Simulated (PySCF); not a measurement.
A geometry optimisation, step by step.

C₂H₆BFN₂.
Atom-mapped SMILES: `[CH2:1]=[C:2]([F:3])[B:4]([NH2:5])[NH2:6]` (hydrogens: H7, H8 on C1; H9, H10 on N5; H11, H12 on N6)

Computed by this run: PySCF 2.14.0, PBE0-D3(BJ)/def2-SVP geometry optimisation, gas phase; density fitting, grid level 1; the optimiser is geomeTRIC in internal coordinates, started from a GFN2-xTB structure with every atom displaced at random (about 0.01 Å). The frame can shift and turn from step to step; on so coarse a grid that alone can change the energy by a few meV, and forces under 0.02 eV/Å are noise.

Step 0: E = -8531.0791 eV, largest atomic force 1.841 eV/Å
```
atom  x, y, z in Å  |  force x, y, z in eV/Å
C1      1.908    0.657   -0.386   -0.652  -0.026  -0.065
C2      0.778    0.018   -0.713    1.337  -0.158  -1.206
F3      0.755   -0.575   -1.955   -0.182   0.288   0.747
B4     -0.506   -0.185    0.120   -1.705  -0.686  -0.113
N5     -0.671    0.367    1.392    0.608   0.899   1.364
N6     -1.571   -0.939   -0.451    0.242   0.262   0.409
H7      1.984    1.175    0.559    0.010   0.112   0.440
H8      2.746    0.753   -1.063    0.263  -0.113  -0.316
H9      0.044    0.926    1.864   -0.360  -0.337  -0.345
H10    -1.494    0.260    1.977    0.119  -0.090  -0.302
H11    -2.456   -1.136    0.005    0.273   0.089  -0.076
H12    -1.478   -1.348   -1.357    0.047  -0.241  -0.536
```

Step 1: E = -8531.1589 eV, largest atomic force 0.473 eV/Å
```
atom  x, y, z in Å  |  force x, y, z in eV/Å
C1      1.844    0.759   -0.427    0.173   0.057  -0.132
C2      0.736    0.093   -0.748   -0.442   0.022   0.168
F3      0.634   -0.435   -1.987    0.130  -0.035  -0.111
B4     -0.548   -0.205    0.152    0.405   0.022  -0.062
N5     -0.656    0.383    1.433   -0.161  -0.141  -0.168
N6     -1.477   -1.105   -0.398   -0.213  -0.146  -0.015
H7      1.950    1.208    0.560    0.012  -0.034   0.070
H8      2.668    0.878   -1.138   -0.067   0.000   0.034
H9     -0.027    1.106    1.736    0.099   0.121   0.125
H10    -1.434    0.226    2.056   -0.004   0.030   0.017
H11    -2.315   -1.428    0.065    0.019   0.049  -0.009
H12    -1.332   -1.507   -1.315    0.049   0.055   0.082
```

Step 2: E = -8531.1630 eV, largest atomic force 0.234 eV/Å
```
atom  x, y, z in Å  |  force x, y, z in eV/Å
C1      1.849    0.761   -0.444   -0.018   0.075   0.221
C2      0.731    0.102   -0.748    0.131  -0.001  -0.049
F3      0.658   -0.419   -1.995   -0.198  -0.067  -0.068
B4     -0.539   -0.208    0.158    0.141   0.013  -0.089
N5     -0.668    0.385    1.434   -0.007   0.043  -0.001
N6     -1.475   -1.108   -0.387   -0.060  -0.053   0.016
H7      1.982    1.176    0.556    0.008   0.036   0.003
H8      2.656    0.889   -1.169   -0.023  -0.029  -0.003
H9     -0.051    1.108    1.772    0.014  -0.032  -0.032
H10    -1.459    0.222    2.039   -0.014  -0.011   0.008
H11    -2.320   -1.417    0.070    0.005   0.022   0.005
H12    -1.321   -1.516   -1.298    0.020   0.003  -0.011
```

Step 3: E = -8531.1665 eV, largest atomic force 0.126 eV/Å
```
atom  x, y, z in Å  |  force x, y, z in eV/Å
C1      1.841    0.764   -0.430   -0.042  -0.058  -0.056
C2      0.731    0.099   -0.757    0.022  -0.042   0.040
F3      0.634   -0.419   -2.005    0.060   0.096   0.055
B4     -0.529   -0.215    0.150   -0.034   0.011  -0.019
N5     -0.657    0.387    1.421    0.006   0.083   0.078
N6     -1.473   -1.114   -0.386    0.027   0.005   0.045
H7      1.969    1.167    0.577   -0.038  -0.001  -0.036
H8      2.651    0.904   -1.149    0.038   0.004  -0.022
H9     -0.033    1.107    1.758   -0.035  -0.073  -0.060
H10    -1.449    0.232    2.028    0.003  -0.014   0.004
H11    -2.322   -1.409    0.073   -0.004   0.002   0.006
H12    -1.321   -1.530   -1.293   -0.004  -0.012  -0.035
```

Step 4: E = -8531.1676 eV, largest atomic force 0.044 eV/Å
```
atom  x, y, z in Å  |  force x, y, z in eV/Å
C1      1.842    0.762   -0.429   -0.003  -0.007   0.014
C2      0.732    0.098   -0.753   -0.016   0.014  -0.038
F3      0.639   -0.405   -2.006    0.010  -0.008   0.016
B4     -0.533   -0.216    0.150   -0.009  -0.011  -0.007
N5     -0.659    0.386    1.421   -0.016   0.015  -0.013
N6     -1.474   -1.117   -0.387    0.020  -0.008   0.012
H7      1.959    1.173    0.575    0.019  -0.008   0.001
H8      2.657    0.900   -1.145   -0.008   0.009  -0.001
H9     -0.028    1.104    1.744   -0.004   0.004   0.025
H10    -1.446    0.233    2.035    0.017   0.000  -0.003
H11    -2.322   -1.411    0.076   -0.003  -0.001  -0.006
H12    -1.324   -1.533   -1.295   -0.007   0.003  -0.001
```

Step 5: E = -8531.1679 eV, largest atomic force 0.025 eV/Å
```
atom  x, y, z in Å  |  force x, y, z in eV/Å
C1      1.844    0.761   -0.430    0.015   0.003   0.003
C2      0.732    0.101   -0.754   -0.007   0.006   0.000
F3      0.638   -0.402   -2.006   -0.007  -0.001  -0.003
B4     -0.533   -0.214    0.150    0.007  -0.005  -0.001
N5     -0.663    0.388    1.422   -0.017   0.009  -0.016
N6     -1.472   -1.118   -0.385    0.009  -0.014   0.005
H7      1.970    1.167    0.575   -0.005  -0.001   0.005
H8      2.654    0.900   -1.150   -0.002  -0.001   0.000
H9     -0.037    1.107    1.751    0.012   0.005   0.004
H10    -1.450    0.229    2.034    0.001  -0.007   0.004
H11    -2.319   -1.414    0.076   -0.003   0.002  -0.004
H12    -1.321   -1.533   -1.294   -0.004   0.005   0.002
```

Question: Summarise the path.

Answer: The energy falls by 8.57 kJ/mol from step 0 to step 5; nine tenths of that is first reached at step 2. It falls at every step. The largest force goes from 1.841 to 0.025 eV/Å. Among the bonds C2–B4 changes most, from 1.544 to 1.586 Å; the atoms move by 0.110 Å rms after alignment.

Question: Follow the three bonds and two angles with the largest change from start to end.

Answer: 
```
step  E above end (kJ/mol)  largest force (eV/Å)  C2–B4 (Å)  C2–F3 (Å)  B4–N5 (Å)  N5–B4–N6 (°)  C2–B4–N5 (°)
   0                  8.57                 1.841      1.544      1.377      1.396         119.1         122.6
   1                  0.87                 0.473      1.596      1.351      1.413         124.8         119.7
   2                  0.47                 0.234      1.590      1.353      1.413         123.9         120.4
   3                  0.13                 0.126      1.584      1.355      1.412         123.7         120.1
   4                  0.03                 0.044      1.585      1.354      1.413         123.7         120.0
   5                  0.00                 0.025      1.586      1.353      1.413         123.7         120.1
```

The cost below is that of the whole optimisation. On an Arm Neoverse V1 with one thread, shared host, this took 25 s and 0.47 GiB of memory at its peak.
